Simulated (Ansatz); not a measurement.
Si₉⁺. The state is a quartet with charge 1. Geometry PBE-D4/def2-SVP; atoms count from 1.

```tsv
atom	x (Å)	y (Å)	z (Å)
Si1	0.450	-0.613	-1.898
Si2	-1.582	2.495	-0.426
Si3	-0.337	-2.168	0.083
Si4	1.194	-0.203	0.607
Si5	-0.258	1.625	1.453
Si6	-1.327	0.085	-0.265
Si7	2.008	-2.115	-0.647
Si8	-0.833	-0.744	2.114
Si9	0.685	1.639	-1.020
```

The structure comes from a short search, and lower isomers may exist.

(1) Estimate the Mulliken populations from the PBE0/def2-TZVP orbitals of Ansatz.

(2) Where does the spin sit?

(3) And the Mayer bond orders between bonded heavy atoms (over 0.3)?

Results:

(1) 
```csv
atom,charge (e),spin (α − β)
Si1,0.10,0.28
Si2,0.14,0.45
Si3,0.12,0.47
Si4,0.10,0.09
Si5,0.12,0.47
Si6,0.10,0.09
Si7,0.14,0.45
Si8,0.08,0.43
Si9,0.10,0.28
```
Mulliken values and Mayer orders depend strongly on the basis.

(2) Summed by element: Si 3.00, of 3 unpaired in all. Largest on single atoms: Si3 0.47, Si5 0.47, Si7 0.45.

(3) Si1–Si3 0.44 (2.64 Å); Si1–Si4 0.41 (2.65 Å); Si1–Si6 0.58 (2.51 Å); Si1–Si7 0.71 (2.50 Å); Si1–Si9 0.70 (2.43 Å); Si2–Si5 0.74 (2.46 Å); Si2–Si6 0.73 (2.43 Å); Si2–Si9 0.72 (2.50 Å); Si3–Si4 0.46 (2.54 Å); Si3–Si6 0.57 (2.48 Å); Si3–Si7 0.74 (2.46 Å); Si3–Si8 0.61 (2.53 Å); Si4–Si5 0.58 (2.48 Å); Si4–Si6 0.37 (2.68 Å); Si4–Si7 0.73 (2.43 Å); Si4–Si8 0.54 (2.58 Å); Si4–Si9 0.58 (2.51 Å); Si5–Si6 0.46 (2.54 Å); Si5–Si8 0.62 (2.53 Å); Si5–Si9 0.43 (2.65 Å); Si6–Si8 0.55 (2.57 Å); Si6–Si9 0.41 (2.65 Å).
